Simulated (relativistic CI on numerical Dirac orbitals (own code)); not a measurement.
Re³⁺ (5d4) in a crystal field

Calculated by Dirac-Coulomb-Breit CI, KLI orbitals optimised for each configuration, model QED, valence Slater integrals scaled by 0.85, one configuration in a parametric crystal field (own radial code).

Field parameters in Wybourne normalisation: Td as Oh with Dq negative (B⁴₀ = 21Dq, B⁴₄ = √(5/14) B⁴₀). The field is a parameter set, without covalency.

S is read from ⟨S²⟩ = S(S + 1).

Levels (cm⁻¹, degeneracy): 0 (1), 2361 (3), 4102 (3), 5367 (2), 6209 (3), 7277 (3), 10019 (1), 10898 (1), 11020 (2), 11206 (3), 11212 (3), 12051 (1).

Which field gives this pattern?
A. Td, 10Dq = -13100 cm⁻¹
B. Td, 10Dq = -3100 cm⁻¹
C. Td, 10Dq = -8100 cm⁻¹
D. Td, 10Dq = -5600 cm⁻¹

D. Td, 10Dq = -5600 cm⁻¹, ground level with S = 1.74.
